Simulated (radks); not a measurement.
The silicon anion Si4-, [Ar], held by a Watson sphere: a shell of charge +4.58 at radius R that stands for the Madelung well of a crystal (potential energy -4.58/R inside, -4.58/r outside, in hartree with lengths in bohr). Calculated with a radial shooting solver on a logarithmic mesh with Libxc functionals: scalar-relativistic Kohn-Sham, LB94 model potential, spin-polarised, spherical densities, finite nucleus; Fermi nuclear charge, rms radius of each element as measured or else 0.836 A^(1/3) + 0.57 fm. Response by self-consistent Sternheimer equations with the Hartree and adiabatic LDA kernel, the relativistic mass of each level held fixed and spin-orbit coupling left out. The sphere does not respond.

| R (bohr) | e(2p) (eV) | e(3s) (eV) | e(3p) (eV) | <r> 3p (bohr) | sum of <r^2> (bohr^2) | X-ray form factor at sin(theta)/lambda = 0.2 1/angstrom | alpha (bohr^3) |
|---|---|---|---|---|---|---|---|
| 2.6 | -109.10 | -21.195 | -14.822 | 2.663 | 63.46 | 9.813 | 44.87 |
| 2.88 | -108.64 | -19.794 | -13.763 | 2.819 | 70.30 | 9.660 | 56.29 |
| 3.48 | -107.80 | -17.353 | -11.775 | 3.148 | 85.66 | 9.523 | 90.35 |
| 4.05 | -107.00 | -15.616 | -10.223 | 3.454 | 101.2 | 9.538 | 139.0 |
| 4.27 | -106.70 | -15.068 | -9.704 | 3.572 | 107.4 | 9.560 | 163.3 |
| 4.28 | -106.68 | -15.045 | -9.681 | 3.577 | 107.7 | 9.562 | 164.4 |
